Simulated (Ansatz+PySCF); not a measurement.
Values are calculated unless marked as measured or tabulated.
A run of PySCF 2.14.0 on singlet CaO at this shape:

```xyz
2

Ca    0.0000    0.0000    0.0000
O     0.0000    0.0000    1.9800
```

Its results:

```json
{
 "Converged": "yes",
 "Reference energy": "-743.61863 hartree",
 "CCSD correlation energy": "-0.13954 hartree",
 "Triples correction": "-0.01454 hartree",
 "Total energy": "-743.77272 hartree",
 "Spin squared of the determinant": "0.000"
}
```

Task: Which input gives this output? Name the method, the orbitals and the basis set, and write the input.

Result: RHF-CCSD(T) in STO-3G. An unrestricted run that stays on the closed shell gives the same numbers.

```python
from pyscf import gto, scf, cc

mol = gto.M(atom="""
Ca 0.000000 0.000000 0.000000
O 0.000000 0.000000 1.980000
""", basis='sto-3g', charge=0, spin=0)
mf = scf.RHF(mol)
mf.kernel()
mycc = cc.CCSD(mf, frozen=10).run()
et = mycc.ccsd_t()
print(mf.e_tot, mycc.e_corr, et, mycc.e_tot + et)
```

Caution: large amplitudes, a single reference is doubtful.
